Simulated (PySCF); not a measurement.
```xyz
21

Si    -2.1534    -1.9786     0.4356
C     -1.2821    -0.3338     0.1567
C     -2.0479     0.8140     0.0864
C     -1.4443     2.0753    -0.1217
Cl    -2.4584     3.4772    -0.2005
C     -0.0845     2.1973    -0.2597
C      0.7376     1.0447    -0.1939
C      2.1459     1.1395    -0.3329
C      2.9366     0.0168    -0.2679
C      2.3510    -1.2513    -0.0606
C      0.9874    -1.3713     0.0775
C      0.1389    -0.2366     0.0162
H     -1.9015    -2.9264    -0.6933
H     -3.6183    -1.7095     0.5355
H     -1.6854    -2.6359     1.6947
H     -3.1346     0.7736     0.1896
H      0.3665     3.1783    -0.4199
H      2.5924     2.1242    -0.4931
H      4.0203     0.1027    -0.3764
H      2.9846    -2.1398    -0.0098
H      0.5492    -2.3603     0.2374
```

Charge 0, multiplicity 1.

Task: Give the Mulliken and meta-Löwdin atomic charges from PySCF with PBE0-D4/def2-TZVP // PBE0-D4/def2-SVP.

Result: 
```json
[
 {"atom": "Si1", "Mulliken (e)": "0.15", "meta-Löwdin (e)": "0.46"},
 {"atom": "C2", "Mulliken (e)": "-0.01", "meta-Löwdin (e)": "-0.22"},
 {"atom": "C3", "Mulliken (e)": "-0.24", "meta-Löwdin (e)": "-0.12"},
 {"atom": "C4", "Mulliken (e)": "0.19", "meta-Löwdin (e)": "0.01"},
 {"atom": "Cl5", "Mulliken (e)": "-0.11", "meta-Löwdin (e)": "-0.05"},
 {"atom": "C6", "Mulliken (e)": "-0.29", "meta-Löwdin (e)": "-0.12"},
 {"atom": "C7", "Mulliken (e)": "0.15", "meta-Löwdin (e)": "0.01"},
 {"atom": "C8", "Mulliken (e)": "-0.23", "meta-Löwdin (e)": "-0.12"},
 {"atom": "C9", "Mulliken (e)": "-0.09", "meta-Löwdin (e)": "-0.12"},
 {"atom": "C10", "Mulliken (e)": "-0.13", "meta-Löwdin (e)": "-0.12"},
 {"atom": "C11", "Mulliken (e)": "-0.20", "meta-Löwdin (e)": "-0.12"},
 {"atom": "C12", "Mulliken (e)": "0.11", "meta-Löwdin (e)": "0.01"},
 {"atom": "H13", "Mulliken (e)": "-0.02", "meta-Löwdin (e)": "-0.09"},
 {"atom": "H14", "Mulliken (e)": "-0.02", "meta-Löwdin (e)": "-0.08"},
 {"atom": "H15", "Mulliken (e)": "-0.02", "meta-Löwdin (e)": "-0.09"},
 {"atom": "H16", "Mulliken (e)": "0.12", "meta-Löwdin (e)": "0.13"},
 {"atom": "H17", "Mulliken (e)": "0.12", "meta-Löwdin (e)": "0.13"},
 {"atom": "H18", "Mulliken (e)": "0.12", "meta-Löwdin (e)": "0.12"},
 {"atom": "H19", "Mulliken (e)": "0.12", "meta-Löwdin (e)": "0.13"},
 {"atom": "H20", "Mulliken (e)": "0.12", "meta-Löwdin (e)": "0.13"},
 {"atom": "H21", "Mulliken (e)": "0.13", "meta-Löwdin (e)": "0.12"}
]
```
